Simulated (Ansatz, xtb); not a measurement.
Two structures of GeH4SSi

Structure a: `[SiH2]1[S][GeH2]1`, a singlet. Structure b: a singlet given by its coordinates. Both are isolated molecules in the gas phase, relaxed with r2SCAN-D4/def2-SVP.

a (Å):

```yaml
atoms:
  - { symbol: Ge, position_ang: [-0.3199, -0.7511, -1.2838] }
  - { symbol: S, position_ang: [1.2242, -0.6619, 0.4133] }
  - { symbol: Si, position_ang: [0.5589, 1.1980, -0.4340] }
  - { symbol: H, position_ang: [-0.2674, 2.0798, 0.4364] }
  - { symbol: H, position_ang: [1.5562, 1.9786, -1.2175] }
  - { symbol: H, position_ang: [0.2489, -1.4566, -2.5174] }
  - { symbol: H, position_ang: [-1.6428, -1.3517, -0.8017] }
```

b (Å):

```xyz
7

Ge   -0.5860   -2.0138   -1.7967
S    -1.2420    0.1206   -1.6153
Si    0.3488    1.0272   -0.4583
H     1.6450    0.9140   -1.1849
H     0.0088    2.4696   -0.2758
H     0.7641   -1.7935   -0.9605
H     0.4547    0.3726    0.8763
```

Close contacts (Å): Ge1–S2 2.24, S2–Si3 2.17, Ge1–H6 1.60, Si3–H4 1.49, Si3–H5 1.49, Si3–H7 1.49.

Energies in hartree; the thermal terms are from r2SCAN-D4/def2-SVP harmonic frequencies (ideal gas, rigid rotor, one conformer each, 298.15 K, 1 atm) and include the zero-point energy:

```
                                a            b
E, CCSD(T)/def2-TZVP  −2764.798255  −2764.794023
   zero-point energy      0.034386      0.033799
        H(298 K) − E      0.040437      0.040404
        G(298 K) − E      0.005315      0.003441
```

**Question.** Work out ΔE, ΔE₀, ΔH and ΔG for a → b in kJ/mol (1 Eh = 2625.50 kJ/mol) and the equilibrium ratio [b]/[a].

**Answer.** 1. ΔE = −2764.794023 − (−2764.798255) = +0.004232 Eh = +11.11 kJ/mol.
2. ΔE₀ = ΔE + ΔZPE = +0.004232 + (−0.000587) Eh = +9.57 kJ/mol.
3. ΔH = ΔE + (−0.000033) Eh = +11.02 kJ/mol.
4. ΔG = ΔE + (−0.001874) Eh = +6.19 kJ/mol, so ΔS = (ΔH − ΔG)/T = +16.2 J/(mol K).
5. kT = 0.9442 mEh, so K = [b]/[a] = exp(−ΔG/kT) = exp(−2.50) ≈ 0.082.

Structure a is favoured at this temperature. An error of 4 kJ/mol in ΔG would change K by a factor of 5. GFN2-xTB, HF/STO-3G, r2SCAN-D4/def2-SVP//GFN2-xTB, HF/def2-TZVP gave ΔE the other sign. Mirror images and further conformers aren't counted.

Other levels gave ΔE = −112.5 (GFN2-xTB); −28.2 (HF/STO-3G, GFN2-xTB geometries); −16.1 (r2SCAN-D4/def2-SVP//GFN2-xTB); +13.4 (r2SCAN-D4/def2-SVP); −17.0 (HF/def2-TZVP); +21.2 (MP2/def2-TZVP) kJ/mol. The correlated steps freeze 19 core orbitals; the filled d shell of Ge is correlated, in a basis made for valence electrons. Programs: Ansatz 0.2.0, xtb 6.7.1.
